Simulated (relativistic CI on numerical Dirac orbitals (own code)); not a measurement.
## Slater's F² for Al6+ from its measured terms

Problem. The ground configuration 2s2.2p3 of Al6+ has the measured levels 4S: 0.0 (J = 3/2); 2D: 62313.0 (J = 3/2), 62369.0 (J = 5/2); 2P: 94603.0 (J = 1/2), 94869.0 (J = 3/2) cm⁻¹ (NIST levels in Kelleher and Podobedova, J. Phys. Chem. Ref. Data 37, 709 (2008); Martin and Zalubas, J. Phys. Chem. Ref. Data 8, 817 (1979)). Test the one-configuration theory of p3 and extract F²(2p,2p).

Working.
1. Centres of gravity, weighted by 2J + 1: 4S 0.0, 2D 62346.6, 2P 94780.3 cm⁻¹. To first order spin-orbit coupling drops out of them.
2. Slater-Condon theory gives 2D − 4S = 9F²/25 and 2P − 2D = 6F²/25, so the ratio of the upper interval to the lower is 6/9 = 0.667, whatever F².
3. Measured intervals: 62346.6 and 32433.7 cm⁻¹, ratio 0.520.
4. F² from the lower interval is 173185 and from the upper 135141 cm⁻¹.

Check. The radial integral calculated for this configuration (Dirac-KLI orbitals, unscaled) is F² = 183212 cm⁻¹; the two empirical values are 95 % and 74 % of it. The ratio falls short of 0.67 mainly because the highest term mixes with s⁰p5, which has the same term and pushes it down.
